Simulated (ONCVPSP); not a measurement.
## Cutoff test, hafnium (Hf), ONCV

* Element: Hf
* Generator: ONCVPSP 4.0.1
* Type: optimised norm-conserving Vanderbilt (ONCV)
* Functional: LDA (Perdew-Zunger)
* Relativity: scalar-relativistic
* Frozen core: [Kr] 4d10 4f14
* Valence charge: 12
* Reference configuration: 5s2 5p6 5d2 6s1.75 (charge +0.25)
* Partial waves: 5s+6s: rc 1.60 bohr, ncon 4, nbas 8, qcut 7.7 1/bohr, 2 projectors; 5p: rc 1.65 bohr, ncon 5, nbas 9, qcut 7.8 1/bohr, 2 projectors, debl 1.5 Ha; 5d: rc 1.85 bohr, ncon 4, nbas 7, qcut 5.8 1/bohr, 2 projectors, debl 2.9 Ha
* Local potential: polynomial inside 1.35 bohr (lpopt 3, dvloc0 0 Ha)
* Core correction: Teter function, fcfact 2, rcfact 1.15

**Question.** For each optimised wave give the share of its norm inside rc, the residual kinetic energy above qcut (Ha) and the cutoffs (Ha) for errors of 10, 1, 0.1 and 0.01 mHa per electron.

**Answer.**

```tsv
wave	norm inside rc	residual KE	10 mHa	1 mHa	0.1 mHa	0.01 mHa
5s	0.890	4.1e-06	17.3	21.9	25.4	28.5
6s	0.045	2.1e-06	13.5	19.6	24.0	27.4
5p	0.775	4.8e-05	17.7	24.1	29.0	81.2
p projector 2	0.076	1.7e-05	8.5	21.6	27.0	32.0
5d	0.366	1.6e-05	8.9	12.1	14.9	17.6
d projector 2	0.116	1.7e-04	11.1	14.6	17.5	27.0
```

The occupied waves need 24 Ha and 29 Ha for 1 and 0.1 mHa.
